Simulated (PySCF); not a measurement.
F4Ta, doublet, geometry from GFN2-xTB (such geometries of metal compounds can be far from the true shape) (the multiplicity is a formal guess) (core potentials on Ta).

PySCF was given this input:
```python
from pyscf import gto, scf, dft

mol = gto.M(
    atom='''
Ta    0.000000    0.000000   -0.000000
F     0.518867    1.166942   -1.289565
F     0.103893   -1.250268    1.311484
F    -0.441613   -1.253824   -1.235661
F    -0.181148    1.337150    1.213741
''',
    basis='def2-tzvp',
    ecp={'Ta': 'def2-tzvp'},
    charge=0,
    spin=1,
    verbose=5,
)

mf = dft.UKS(mol)
mf.xc = 'lda,vwn'
mf = mf.density_fit(auxbasis='def2-universal-jkfit')
mf.kernel()
```

### Question
Give the nuclear repulsion energy at the level DF-SVWN5/def2-TZVP in PySCF.

### Answer
226.2536 Eh

### Question
What HOMO energy does DF-SVWN5/def2-TZVP give?

### Answer
-6.06 eV

### Question
Predict the <S^2> from DF-SVWN5/def2-TZVP.

### Answer
0.752

These values belong to the state on which the SCF converged, which isn't shown to be the lowest.
